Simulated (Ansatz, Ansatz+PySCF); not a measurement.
```xyz
5

C     0.0000   -0.0520   -0.5881
C     0.0000   -0.0453    0.7229
H     0.0000    0.6873    1.5306
H     0.0000   -0.9850   -1.1659
H     0.0000    0.8815   -1.1737
```

Basis set: def2-SVP (spherical functions). Frozen core: 2 orbitals. Correlation on ROHF uses semicanonical orbitals with singles. Charge 0, multiplicity 2.

Computed with Ansatz (development build ahead of 0.2.0); each method stands on the lowest determinant of its kind that the runs found. Restricted functionals stand beside restricted open-shell atoms, which can lie above the unrestricted atoms usual in DFT and then raise those values.

(1) Give the atomization energy at this shape (free ground-state atoms in the same class of orbitals less the molecule, no zero-point energy) of doublet C2H3 by ωB97X (unrestricted), ωB97X (restricted open-shell), r²SCAN (unrestricted), r²SCAN (restricted open-shell), PBE0 (unrestricted), PBE0 (restricted open-shell), PBE (unrestricted), PBE (restricted open-shell), ROHF-CCSD(T), ROHF-MP2, UHF-MP2, UHF.

Answers

(1)

```
                        method  atomization energy
          ωB97X (unrestricted)            19.35 eV
 ωB97X (restricted open-shell)            19.44 eV
         r²SCAN (unrestricted)            19.60 eV
r²SCAN (restricted open-shell)            19.69 eV
           PBE0 (unrestricted)            19.62 eV
  PBE0 (restricted open-shell)            19.66 eV
            PBE (unrestricted)            19.95 eV
   PBE (restricted open-shell)            19.98 eV
                  ROHF-CCSD(T)            18.57 eV
                      ROHF-MP2            18.60 eV
                       UHF-MP2            18.37 eV
                           UHF            14.86 eV
```

Caution for UHF-MP2, UHF: the unrestricted determinant is spin contaminated.
